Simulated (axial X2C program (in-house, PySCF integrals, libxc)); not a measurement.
Low determinants of RuCl at the PBE0 level, 2c

Calculated with an in-house all-electron X2C program for linear molecules (integrals from PySCF). Two-component (2c) means X2C with spin–orbit coupling and atomic mean-field two-electron Coulomb and Gaunt terms. Basis: Ru dyall-cv3z [12s12p8d5f3g], Cl dyall-av3z [9s8p3d2f] (cores contracted in-house); Gaussian nuclei, density fitting, unrestricted open shells. Masses: Ru 101.904 u, Cl 34.969 u.

Search at 2.240 Å (vertical energies from the lowest determinant):

| ΔE (eV) | state | electrons beyond evenly filled partner blocks | electrons in ±ω = 1/2, 3/2, 5/2, 7/2 |
| --- | --- | --- | --- |
| 0.00 | Ω = 7/2 | ω = -1/2, ω = 3/2, ω = 5/2 | 41 17 3 0 |
| 0.01 | Ω = 9/2 | ω = 1/2, ω = 3/2, ω = 5/2 | 41 17 3 0 |
| 0.18 | Ω = 3/2 | ω = 1/2, ω = -3/2, ω = 5/2 | 41 17 3 0 |
| 0.22 | Ω = 1/2 | ω = 1/2 | 41 16 4 0 |
| 0.26 | Ω = 5/2 | ω = 5/2 | 40 18 3 0 |
| 0.35 | Ω = 3/2 | ω = 3/2 | 40 17 4 0 |
| 0.57 | Ω = 5/2 | ω = 5/2 | 42 16 3 0 |

Lowest determinant, Ω = 7/2 (⟨Sz⟩ = 1.49, ⟨Lz⟩ = 2.01 at PBE0): Re = 2.232 Å, ωe = 354.1 cm⁻¹.

The determinant in row 2 of the search, Ω = 9/2 (⟨Sz⟩ = 1.50, ⟨Lz⟩ = 3.00 at PBE0), was followed along the bond at PBE0; measured from the minimum of the lowest determinant it gives:

Te = 0.012 eV (99 cm⁻¹), Re = 2.248 Å, ωe = 362.1 cm⁻¹.

Task: Compare the bond of the determinant in row 2 with that of the lowest one.

Result: At PBE0 its Re is 0.016 Å longer and its force constant, which goes as ωe², is 1.05 times that of the lowest determinant. T0 ≈ Te + Δωe/2 = 99 + (4) = 103 cm⁻¹.

The search compares states at one distance, so a state with another bond length can lie lower; it is not exhaustive and yields mostly the lowest determinant of each block pattern, so other components and higher states of one pattern are missing. These are energies of single determinants, not of spin-adapted states; PBE0 term energies can be off by some tenths of an eV, and the functional has no current term. The lowest determinant need not be the ground state where others lie within half an eV.
